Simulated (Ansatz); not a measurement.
Relaxation of H$_{7}$N$_{3}$Si (11 atoms, charge 0, multiplicity 1), to a largest force component of 0.03 eV/Å in at most 50 steps.

Computed with RKS B3LYP-D4/6-31G* in Ansatz 0.2.0.

```xyz
11
Properties=species:S:1:pos:R:3
Si -0.859 0.040 0.577
H 1.639 0.107 1.500
N 2.167 0.020 0.612
H 1.908 -0.885 0.222
H 1.769 0.720 -0.013
N -0.758 1.332 -0.582
H -0.760 1.258 -1.594
H -0.772 2.296 -0.274
N -0.898 -1.321 -0.500
H -1.025 -2.255 -0.133
H -0.879 -1.312 -1.516
```

Problem. Where does it end, and by what steps?

Solution. The forces met the threshold. The force dipped under the threshold on the way, but the program's further checks kept it going. After 11 steps the energy has fallen by 0.071 eV; H2 moved furthest, 0.49 Å.

| step | energy less start (eV) | largest force component (eV/Å) | accepted |
| --- | --- | --- | --- |
| 0 | 0.0000 | 0.582 | yes |
| 1 | -0.0479 | 0.322 | yes |
| 2 | -0.0363 | 0.482 | no |
| 3 | -0.0610 | 0.254 | yes |
| 4 | -0.0651 | 0.158 | yes |
| 5 | -0.0686 | 0.075 | yes |
| 6 | -0.0705 | 0.021 | yes |
| 7 | -0.0704 | 0.165 | no |
| 8 | -0.0710 | 0.043 | yes |
| 9 | -0.0712 | 0.041 | yes |
| 10 | -0.0713 | 0.034 | yes |
| 11 | -0.0713 | 0.013 | yes |

```xyz
11
Properties=species:S:1:pos:R:3
Si -1.174 0.073 0.532
H 2.120 0.012 1.537
N 2.253 -0.037 0.527
H 1.710 -0.842 0.216
H 1.765 0.772 0.144
N -0.843 1.340 -0.610
H -0.634 1.245 -1.599
H -0.945 2.311 -0.341
N -0.924 -1.310 -0.489
H -1.082 -2.245 -0.134
H -0.711 -1.318 -1.482
```

Whether the end is a true minimum wasn't checked by a vibrational analysis.

Time of the run: 35 s on 1 thread of Arm Neoverse V2, on a shared host, peak memory 0.15 GiB.
